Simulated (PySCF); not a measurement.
Spin states of RbSb⁺

Unrestricted PBE0; PySCF, scalar-relativistic core potentials, basis sets Rb def2-SVP with ECP28, Sb def2-SVP with ECP28. Outer shells of the fragments: Rb+ closed shells only; Sb 4d10 5s2 5p3.

Followed along the bond (rough minima from three points):

```json
{"2Ms+1": "4", "unpaired": "σ ↑, π ↑↑", "⟨S²⟩ at the start": "3.75", "R at minimum (Å)": "4.07", "Te (eV)": "0.00"}
{"2Ms+1": "2", "unpaired": "σ ↓, π ↑↑", "⟨S²⟩ at the start": "1.76", "R at minimum (Å)": "4.06", "Te (eV)": "0.64"}
{"2Ms+1": "2", "unpaired": "σ ↑, π ↑↓", "⟨S²⟩ at the start": "1.76", "R at minimum (Å)": "4.07", "Te (eV)": "0.66"}
{"2Ms+1": "2", "unpaired": "π ↑", "⟨S²⟩ at the start": "0.75", "R at minimum (Å)": "3.90", "Te (eV)": "1.24"}
```

Solutions found at the starting distance of 3.525 Å, counted from the lowest of them; the search is not exhaustive and high or unbound solutions are not listed, so other states can lie among these:

```tsv
2Ms+1	unpaired	term	E (eV)	⟨S²⟩	⟨Lz²⟩	μ (D)
4	σ ↑, π ↑↑	⁴Σ⁻	0.00	3.75	0.00	-8.14
2	σ ↓, π ↑↑	mixed	0.65	1.76	0.00	-8.03
2	σ ↑, π ↑↓	mixed	0.66	1.76	2.01	-8.07
2	π ↑	²Π	1.25	0.75	1.00	-7.39
2	σ ↑	mixed	1.64	0.75	2.00	-7.99
2	π ↑	²Π	2.01	0.75	1.01	-8.45
```

A term symbol is given only where ⟨S²⟩ and ⟨Lz²⟩ are close to those of a pure state; real π, δ and φ orbitals otherwise mix terms. A positive dipole points towards Sb; it is taken about the centre of mass and depends on that origin.

Spin–orbit coupling is left out.
